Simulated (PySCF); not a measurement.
C₉H₁₅N₂ (charge +1).
Geometry (PBE0-D3(BJ)/def2-SVP, Å), atoms numbered from 1 in this order:
```xyz
26
C9H15N2 angstrom
C     -2.1813    3.1836    0.6215
C     -1.7668    2.0609    0.4291
C     -1.2007    0.7685    0.1893
C      0.2021    0.7687    0.0089
C      1.0831   -0.3033    0.1179
N      2.3956   -0.2207   -0.0224
C      3.0403    1.0328   -0.3700
C      3.2524   -1.3709    0.1998
N     -2.0371   -0.2716    0.1396
C     -1.6384   -1.5822   -0.3267
C     -3.4455   -0.1488    0.4853
H     -2.5590    4.1781    0.7924
H      0.6220    1.7662   -0.1163
H      0.7269   -1.2992    0.3839
H      2.5911    1.4603   -1.2785
H      4.1041    0.8506   -0.5588
H      2.9497    1.7620    0.4510
H      3.9644   -1.1654    1.0140
H      3.8213   -1.6057   -0.7129
H      2.6471   -2.2434    0.4748
H     -1.2864   -2.2240    0.4981
H     -0.8520   -1.4927   -1.0884
H     -2.5084   -2.0703   -0.7853
H     -4.0661   -0.1801   -0.4243
H     -3.7301   -0.9870    1.1374
H     -3.6310    0.7909    1.0149
```

The calculation used PySCF, PBE0-D3(BJ)/def2-SVP geometry optimisation, gas phase.

Take the most abundant isotopes and a rigid rotor. The values belong to one conformer with, in the numbering `[CH:1]#[C:2]/[C:3](=[CH:4]/[CH:5]=[N+:6]([CH3:7])[CH3:8])[N:9]([CH3:10])[CH3:11]`, C3–C4–C5–N6 -178°.

Question: Give the principal moments of inertia and the rotational constants in MHz.

Answer: Ia = 285.03, Ib = 848.67, Ic = 1102.93 u·Å²; 505379 MHz·u·Å²/I gives A = 1773, B = 595.5, C = 458.2 MHz.

Question: Classify the top.

Answer: An asymmetric top. Ray's parameter κ = (2B − A − C)/(A − C) = -0.791; −1 is the prolate and +1 the oblate limit.

Question: Is it planar, by Δ = Ic − Ia − Ib?

Answer: Not planar: Δ = Ic − Ia − Ib = -30.77 u·Å². For a rigid frame Δ = −2 Σ m c², so Σ m c² = 15.38 u·Å² lies off the ab plane: 8.78 from hydrogen and 6.60 from heavier atoms. The atom farthest from that plane is 1.33 Å away.

Question: Give the other two planar moments, Paa and Pbb, and the rms extents of the mass along the axes.

Answer: Paa = Σ m a² = (Ib + Ic − Ia)/2 = 833.29 and Pbb = Σ m b² = (Ia + Ic − Ib)/2 = 269.64 u·Å². With the mass M = 151.12 u, the rms extents √(P/M) along a, b and c are 2.35, 1.34, 0.32 Å.

Question: List the rotational levels J(Ka,Kc) to J = 2 (MHz).

Answer: Above 0(0,0):
J = 1: 1(0,1) 1054, 1(1,1) 2231, 1(1,0) 2369
J = 2: 2(0,2) 3150, 2(1,2) 4201, 2(1,1) 4613, 2(2,1) 8146, 2(2,0) 8157
Those of J = 1 are B + C, A + C and A + B.

Question: Which lines would a microwave search look for?

Answer: The dipole components (about the centre of mass, as the species is charged) are |μa| = 1.25 D, |μb| = 1.21 D, |μc| = 0.17 D. Intensities carry the squares of the components, which stand as 1.00 : 0.94 : 0.02 (a : b : c). Some lines, for components of 0.1 D or more:

| type | branch | J(Ka,Kc) | MHz | lower level (cm⁻¹) |
| --- | --- | --- | --- | --- |
| c | Q | 5(1,5) ← 5(0,5) | 516 | 0.515 |
| c | Q | 4(2,3) ← 4(1,3) | 3075 | 0.415 |
| a | R | 4(2,3) ← 3(2,2) | 4206 | 0.377 |
| a | R | 4(3,2) ← 3(3,1) | 4236 | 0.585 |
| c | R | 3(1,2) ← 2(0,2) | 4823 | 0.105 |
| a | R | 5(0,5) ← 4(0,4) | 5062 | 0.346 |
| a | R | 5(2,3) ← 4(2,2) | 5449 | 0.523 |
| c | R | 3(2,2) ← 2(1,2) | 7106 | 0.140 |
| b | Q | 4(4,0) ← 4(3,1) | 8701 | 0.727 |
| c | R | 5(4,2) ← 4(3,2) | 13998 | 0.727 |
| b | R | 5(5,1) ← 4(4,0) | 16486 | 1.017 |

No PBE0-D3(BJ)/def2-SVP frequencies stand behind this structure, so it isn't proved a minimum. No vibrational averaging or centrifugal distortion is included, and the geometry carries the error of its method. A rigid rotor knows nothing of internal rotation, which can split or shift real lines. Quadrupole hyperfine structure (14N) is left out.

The run took 4.5 min on Arm Neoverse V2, one thread, no GPU (shared host), and the process peaked at 1.1 GiB of memory. This is the geometry optimisation.
